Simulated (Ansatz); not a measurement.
`OBCB[SiH3]` → `BCBO` + `[SiH2]`  (silylene loss)

Gas-phase electronic energies from Ansatz, PBE0-D4/def2-TZVP geometries. CCSD(T)/CBS is the MP2 limit (def2-TZVPP, def2-QZVPP) plus CCSD(T) − MP2 in def2-TZVPP, frozen cores. This one scheme is used for every species. DFT in def2-TZVPP. Each species was taken in one conformer, which may not be the lowest.

`OBCB[SiH3]`:

Cartesian coordinates in Å:
```
O -1.933 -0.472 -1.393
B -1.764 -0.336 -0.057
C -0.459 -0.924 0.598
B 0.474 0.286 0.824
Si 2.087 0.708 -0.309
H -2.753 -0.090 -1.713
H -2.594 0.240 0.596
H -0.044 -1.711 -0.035
H -0.793 -1.313 1.569
H 0.198 1.066 1.696
H 1.921 2.043 -0.956
H 2.361 -0.292 -1.379
H 3.300 0.795 0.558
```

`BCBO`:

Cartesian coordinates in Å:
```
B 0.837 1.218 -0.215
C -0.270 0.411 0.496
B -0.072 -1.106 0.109
O -0.913 -1.769 -0.716
H 0.593 1.900 -1.169
H 1.975 1.134 0.150
H -1.285 0.756 0.280
H -0.078 0.424 1.578
H 0.851 -1.742 0.531
H -1.638 -1.228 -1.043
```

`[SiH2]`:

Cartesian coordinates in Å:
```
Si -0.248 -0.657 -0.118
H -0.724 0.746 -0.483
H 0.972 -0.089 0.601
```

Task: Is it downhill or uphill in electronic energy at CCSD(T)/CBS, and by how much? (Best estimate.)

Result: Computed: Uphill: ΔE = +2.30 eV.

Task: What do these levels give: LDA (SPW92), B97M-V, PBE0, MP2/def2-TZVPP, HF/CBS(def2), CCSD/CBS(def2)? (Best estimate.)

Result: The calculation gave: LDA (SPW92) 2.72, B97M-V 2.33, PBE0 2.42, MP2/def2-TZVPP 2.39, HF/CBS(def2) 2.02, CCSD/CBS(def2) 2.24 eV.

Largest T1 diagnostic among the species: 0.014.

In def2-TZVPP, CCSD(T) changes the Hartree–Fock value by +0.22 eV (the triples alone add +0.05 eV) and MP2 by +0.36 eV. The D4 term adds +0.12 eV with B3LYP and +0.07 eV with PBE0; it sums over pairs of atoms, weighted by their polarisabilities, and B3LYP, whose exchange is more repulsive, gets the larger term.

B3LYP here is the variant with VWN-RPA as its local correlation; programs differ in this.
